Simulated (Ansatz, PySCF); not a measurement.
Lewis adduct: BH3 (SMILES B) (first 4 atoms) with H2O (SMILES O); geometry from B3LYP-D3(BJ)/def2-TZVP, rigid monomers moved along the line of their centres of mass till B1···O5 is 1.56 Å.
(charge 0, multiplicity 1):
```csv
atom,x (Å),y (Å),z (Å)
B,0.2106,0.2493,0.7896
H,0.6172,-0.7672,0.2870
H,-0.8529,0.6372,0.3940
H,1.0372,1.0909,1.0056
O,-0.1515,-0.1934,2.2373
H,-0.8063,-0.9026,2.1931
H,0.6379,-0.5560,2.6604
```

Interaction energies are E(AB) − E(A) − E(B) at the monomers' geometry in the complex; basis-set methods are counterpoise corrected. Rows marked so take none.

Rows in 6-31G* carry no dispersion term and start afresh at each structure (6-31G* with six Cartesian d functions).

Codes used: Ansatz (a program for electronic structure) with Gaussian orbitals; PySCF for 6-31G* rows, the dispersion terms. Values without a source in brackets are computed.

Task: One of these levels gives -8.41 kcal/mol for the interaction energy. Which one is it?
A) BP86/6-31G* (no counterpoise)
B) HF/aug-cc-pVTZ
C) PBE-D4/def2-TZVPPD
D) HF/aug-cc-pVDZ

Result: D, HF/aug-cc-pVDZ. The others give -11.00 (HF/aug-cc-pVTZ), -22.15 (PBE-D4/def2-TZVPPD), -25.21 (BP86/6-31G* (no counterpoise))
